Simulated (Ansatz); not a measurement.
Reactions of `FC1C=C1[SiH3]`.

Isolated molecules relaxed with PBE0-D4/def2-TZVP in Ansatz; ΔE leaves out vibrations. CCSD(T)/CBS adds triple-zeta CCSD(T) − MP2 to the extrapolated MP2 energy (def2 sets, frozen cores). This one scheme is used for every species. Double bonds are as drawn, so ΔE can hold a change between cis and trans. Functionals use def2-TZVPP. B3LYP here is the variant with VWN-RPA as its local correlation; programs differ in this. Elements past krypton have def2 core potentials. For Ga, Sn outer-core shells are correlated without core-valence functions, which leaves a few kJ/mol of doubt a bond. Scalar relativity is left out up to krypton. One conformer a species, not always the lowest.

```json
{"reaction": "`FC1C=C1[SiH3]` → `F/C=C1/C[SiH2]1`", "B3LYP-D4 (kJ/mol)": "-28", "ωB97X-V (kJ/mol)": "-20", "CCSD/CBS(def2) (kJ/mol)": "-21"}
{"reaction": "`FC1C=C1[SiH3]` + `[OH][Ga]([Cl])[Cl]` → `[SiH3][O][Ga]([Cl])[Cl]` + `FC1C=C1`", "B3LYP-D4 (kJ/mol)": "-75", "ωB97X-V (kJ/mol)": "-75", "CCSD/CBS(def2) (kJ/mol)": "-79"}
{"reaction": "`FC1C=C1[SiH3]` + HCl → `[SiH3]C1=CC1Cl` + H–F", "B3LYP-D4 (kJ/mol)": "-7", "ωB97X-V (kJ/mol)": "-2", "CCSD/CBS(def2) (kJ/mol)": "-13"}
{"reaction": "`FC1C=C1[SiH3]` → `FC1C=C1` + `[SiH2]`", "B3LYP-D4 (kJ/mol)": "255", "ωB97X-V (kJ/mol)": "267", "CCSD/CBS(def2) (kJ/mol)": "253"}
{"reaction": "`FC1C=C1[SiH3]` + `B/C=C/O` → `B/C=C/O[SiH3]` + `FC1C=C1`", "B3LYP-D4 (kJ/mol)": "-49", "ωB97X-V (kJ/mol)": "-48", "CCSD/CBS(def2) (kJ/mol)": "-52"}
{"reaction": "`FC1C=C1[SiH3]` + `CB(O)O` → `OB(O)[SiH3]` + `CC1=CC1F`", "B3LYP-D4 (kJ/mol)": "65", "ωB97X-V (kJ/mol)": "64", "CCSD/CBS(def2) (kJ/mol)": "70"}
{"reaction": "`FC1C=C1[SiH3]` → `FC1([SiH3])C=C1`", "B3LYP-D4 (kJ/mol)": "34", "ωB97X-V (kJ/mol)": "32", "CCSD/CBS(def2) (kJ/mol)": "34"}
{"reaction": "`FC1C=C1[SiH3]` + `[SH][Sn]([Cl])([Cl])[Cl]` → `[SiH3][Sn]([Cl])([Cl])[Cl]` + `FC1C=C1S`", "B3LYP-D4 (kJ/mol)": "54", "ωB97X-V (kJ/mol)": "59", "CCSD/CBS(def2) (kJ/mol)": "67"}
```

Q: Give the CCSD(T)/CBS values in the same order. (An estimate is asked.)

A: Computed: -24, -75, -16, 258, -50, 70, 33, 66 kJ/mol.

Largest T1 diagnostic: 0.014, for `[SiH2]`.
